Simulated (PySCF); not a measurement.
C3H9ClOSi, SMILES C(CO)C[SiH2]Cl.

The structure is a stationary point at ωB97X-D3(BJ)/def2-SVP. This is a generated structure with no PubChem entry under its InChIKey; it may be hypothetical. One conformer was computed; it need not be the lowest.

The numbers are results of TDA-PBE/def2-SVPD (PySCF), not measurements.

Vertical excitations. Gas-phase values at a fixed geometry.

```
state  energy (eV)  λ (nm)      f          main pairs
-----  -----------  ------  -----  ------------------
S1            5.81     213  0.003      HOMO→LUMO 99 %
S2            6.26     198  0.006    HOMO→LUMO+1 99 %
S3            6.38     194  0.005    HOMO−1→LUMO 99 %
S4            6.64     187  0.006    HOMO−2→LUMO 98 %
S5            6.76     183  0.002  HOMO−1→LUMO+1 94 %
S6            6.78     183  0.001    HOMO→LUMO+2 95 %
T1            5.72     217      0      HOMO→LUMO 98 %
T2            6.08     204      0    HOMO→LUMO+1 93 %
```
Triplets are in the Tamm–Dancoff approximation.
